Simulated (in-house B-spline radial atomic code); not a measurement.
Sb⁴⁺. Computed with a B-spline radial atomic code. Model: all-electron spherical atom, spin shells full or empty, radial basis limit, no spin-orbit coupling, Breit or QED, empty-state partial waves extrapolated as (l+1/2)^-4, RPA, G0W0 and static COHSEX of the highest shell as one setting changes (uncorrelated shells keep exact exchange).

In a row where one electron alone is correlated, RPA and GW hold only self-correlation.

Given: element Sb; charge 4; filled core Kr; hamiltonian one-electron scalar X2C; mean-field start PBE; highest l of empty states 9; nuclear rms radius 4.6802 fm; highest mean-field shell 5s up.

Shell: 4d 5 5, 5s 1 0 (electrons up and down).

| lowest nl shells left uncorrelated | RPA correlation energy (hartree) | G0W0 level (eV) | G0W0 minus most complete (meV) | COHSEX level (eV) |
| --- | --- | --- | --- | --- |
| 0 | -3.7517 | -55.821 | 0 | -57.581 |
| 1 | -3.5756 | -55.821 | 0.2 | -57.58 |
| 2 | -3.3809 | -55.824 | -2.9 | -57.588 |
| 3 | ? | ? | ? | ? |
| 4 | -2.6423 | -55.837 | -16.1 | -57.614 |
| 5 | -2.1059 | -55.827 | -5.2 | -57.602 |
| 6 | -1.2597 | -55.755 | 66.2 | -57.494 |
| 7 | -1.0983 | -55.832 | -10.6 | -57.635 |
| 8 | ? | ? | ? | ? |
| 9 | -0.020488 | -54.483 | 1338.8 | -55.6 |

Q: What follows for lowest nl shells left uncorrelated = 8?

A: RPA correlation energy -0.64607 hartree; G0W0 level -55.736 eV; G0W0 minus most complete 85.3 meV; COHSEX level -57.484 eV.

Q: What follows for lowest nl shells left uncorrelated = 3?

A: RPA correlation energy -2.8238 hartree; G0W0 level -55.821 eV; G0W0 minus most complete 0.7 meV; COHSEX level -57.579 eV.
